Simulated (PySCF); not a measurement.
Planning a shielding job on `C=C[B-](C=C)(C=C)C=C`.

Method: GIAO PBE0/pcSseg-1 NMR shielding, non-relativistic, gas phase (PySCF 2.14.0, density-fitted response routines). Geometry: GFN2-xTB. Work: shieldings, charges and field gradients, density fitting. The input is one job of a driver script: a line of settings, then coordinates in Å.

Input:
```
{"job": {"kind": "nmr", "xc": "PBE0", "basis": "pcSseg-1"}, "charge": -1, "multiplicity": 1}
C      1.516965    -1.678817    -1.645961
C      1.417026    -1.070611    -0.474186
B      0.229732    -0.075356     0.012850
C      0.876369     1.073405     0.950937
C      0.589985     2.365873     0.951927
C     -0.779010    -1.016811     0.863534
C     -1.082956    -0.933004     2.149245
C     -0.510930     0.583900    -1.262594
C     -1.808205     0.616216    -1.523922
H      0.786296    -1.520302    -2.426670
H      2.319152    -2.367765    -1.907482
H      2.195859    -1.298188     0.257208
H      1.632494     0.747405     1.669056
H      1.057175     3.091939     1.616533
H     -0.147587     2.779016     0.278098
H     -1.239429    -1.835533     0.308049
H     -0.674800    -0.153697     2.777486
H     -1.756836    -1.620808     2.658979
H      0.139159     1.075758    -1.989136
H     -2.530322     0.162005    -0.860050
H     -2.239056     1.092319    -2.404372
```

Hardware: one thread, Arm Neoverse N1, on a shared host.

The basis has 213 functions.

Question: Which is nearest to the wall time?
A. 63 min
B. 63 s
C. 8.5 min

Answer: B. The run took 63 s. The SCF took 14 cycles.

Q: At this speed, how long would 1000 such jobs take on 32 cores, one job a core?

A: 1000/32 gives 32 rounds of 63 s, about 34 min of wall time and 18 core-hours, if the jobs don't slow each other.

The SCF part of the output:
```
coarse grid: 17216 points
cycle   1  E = -336.1877982100  dE =  9.028e-01  |g| = 7.313e-01  |ddm| = 4.084e+00
cycle   2  E = -336.0472846386  dE =  1.405e-01  |g| = 1.023e+00  |ddm| = 2.525e+00
cycle   3  E = -336.3463127680  dE = -2.990e-01  |g| = 2.175e-01  |ddm| = 1.664e+00
cycle   4  E = -336.3580146326  dE = -1.170e-02  |g| = 3.852e-02  |ddm| = 1.889e-01
cycle   5  E = -336.3583725990  dE = -3.580e-04  |g| = 1.035e-02  |ddm| = 4.618e-02
cycle   6  E = -336.3583984615  dE = -2.586e-05  |g| = 2.935e-03  |ddm| = 1.220e-02
cycle   7  E = -336.3584005292  dE = -2.068e-06  |g| = 7.640e-04  |ddm| = 2.858e-03
final grid: 165336 points
cycle   8  E = -336.4120653796  dE = -4.960e-05  |g| = 9.171e-03  |ddm| = 4.496e-02
cycle   9  E = -336.4120574615  dE =  7.918e-06  |g| = 1.057e-02  |ddm| = 2.269e-02
cycle  10  E = -336.4120877594  dE = -3.030e-05  |g| = 2.360e-03  |ddm| = 1.371e-02
cycle  11  E = -336.4120891931  dE = -1.434e-06  |g| = 2.363e-04  |ddm| = 2.100e-03
cycle  12  E = -336.4120892060  dE = -1.293e-08  |g| = 6.926e-05  |ddm| = 2.922e-04
cycle  13  E = -336.4120892071  dE = -1.074e-09  |g| = 3.198e-05  |ddm| = 1.077e-04
cycle  14  E = -336.4120892073  dE = -2.522e-10  |g| = 8.465e-06  |ddm| = 3.618e-05
converged SCF energy = -336.4120892073
```

On the final grid dE counts from the start density on that grid.

The host was shared with other jobs, so the times are rough.
